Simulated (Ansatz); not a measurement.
`[BH2][AlH][N](C)[SiH3]` and `CN([SiH3])B[SiH3]` differ in one atom or group.

Ansatz, PBE0-D4/def2-TZVP geometries, multiplicity 1. Each molecule was computed in one conformer, which needn't be the lowest.

```csv
property,`[BH2][AlH][N](C)[SiH3]`
HOMO–LUMO gap (B3LYP/def2-TZVPP) / eV,4.32
HOMO energy (PBE0/def2-TZVPP) / eV,-7.15
size of the dipole moment (ωB97M-V/def2-TZVPP) / D,1.16
HOMO–LUMO gap (PBE0/def2-TZVPP) / eV,4.71
HOMO energy (B3LYP/def2-TZVPP) / eV,-6.94
HOMO energy (PBE/def2-TZVPP) / eV,-5.93
```

Q: Give the same properties after the change, and the shifts. (An estimate is asked.)

A: Computed: 
| property | `CN([SiH3])B[SiH3]` | shift |
| --- | --- | --- |
| HOMO–LUMO gap (B3LYP/def2-TZVPP) / eV | 6.50 | 2.18 |
| HOMO energy (PBE0/def2-TZVPP) / eV | -7.78 | -0.63 |
| size of the dipole moment (ωB97M-V/def2-TZVPP) / D | 2.38 | 1.22 |
| HOMO–LUMO gap (PBE0/def2-TZVPP) / eV | 6.87 | 2.16 |
| HOMO energy (B3LYP/def2-TZVPP) / eV | -7.59 | -0.65 |
| HOMO energy (PBE/def2-TZVPP) / eV | -6.56 | -0.63 |

With PBE0 the HOMO falls by 0.63 eV and the LUMO rises by 1.54 eV, so the gap widens by about 2.17 eV. PBE moves the HOMO by -0.63 eV and ωB97M-V by -0.49 eV. Dipoles are sizes alone; their direction can turn.

B3LYP here is the variant with VWN-RPA as its local correlation; programs differ in this.
